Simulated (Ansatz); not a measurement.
`O=C=CCBr` + `C=O` → `O=CCBr` + `C=C=O` at 700 K and 1 bar (formal exchange of groups at a C–C bond).

Gas-phase electronic energies from Ansatz, PBE0-D4/def2-TZVP geometries. CBS: MP2 limit from def2 TZ/QZ plus the TZ coupled-cluster correction, frozen cores. This one scheme is used for every species. For Br outer-core shells are correlated without core-valence functions, which leaves a few kJ/mol of doubt a bond. Scalar relativity is left out up to krypton. Each species was taken in one conformer, which may not be the lowest.

```tsv
species	CCSD(T)/CBS energy (Eh)	H − E (kJ/mol)	S (J/(mol·K))
`O=C=CCBr`	-2764.41266	197.8	416.3
`C=O`	-114.39408	97.4	254.3
`O=CCBr`	-2726.38076	173.7	380.8
`C=C=O`	-152.43640	120.8	294.6
```

H − E and S are ideal-gas, rigid-rotor, harmonic terms from PBE0-D4/def2-TZVP, for one conformer and one mirror image of each species. 1 Eh = 2625.50 kJ/mol, R = 8.31446 J/(mol·K).

Task: By hand: ΔE, ΔH, ΔS and ΔG.

Result: ΔE = (-2726.38076) + (-152.43640) − (-2764.41266) − (-114.39408) = -0.01042 Eh = -27.4 kJ/mol. Δ(H − E) = 173.7 + 120.8 − 197.8 − 97.4 = -0.7, so ΔH = -28.1 kJ/mol. ΔS = 380.8 + 294.6 − 416.3 − 254.3 = 4.8 J/(mol·K). ΔG = -28.1 − 700 × (4.8)/1000 = -31.5 kJ/mol.

Task: By hand: the equilibrium constant, and the temperature at which ΔG would vanish if ΔH and ΔS stayed fixed.

Result: log₁₀ K = −ΔG/(RT ln 10) = 2.4. ΔH and −TΔS have one sign here, so there is no such temperature. One of them is within its doubt of zero, so this could turn.

The number of gas molecules stays the same, so ΔS is small and ΔH decides. A doubt of 5 kJ/mol in ΔE shifts log₁₀ K by 0.4 here. Other conformers and mirror images would add mixing entropy, several J/(mol·K) or more a flexible species. These are equilibria of isolated gas molecules and say nothing of rates. Largest T1 diagnostic: 0.016 (customary marks: 0.02 for closed shells, 0.045 for open ones).
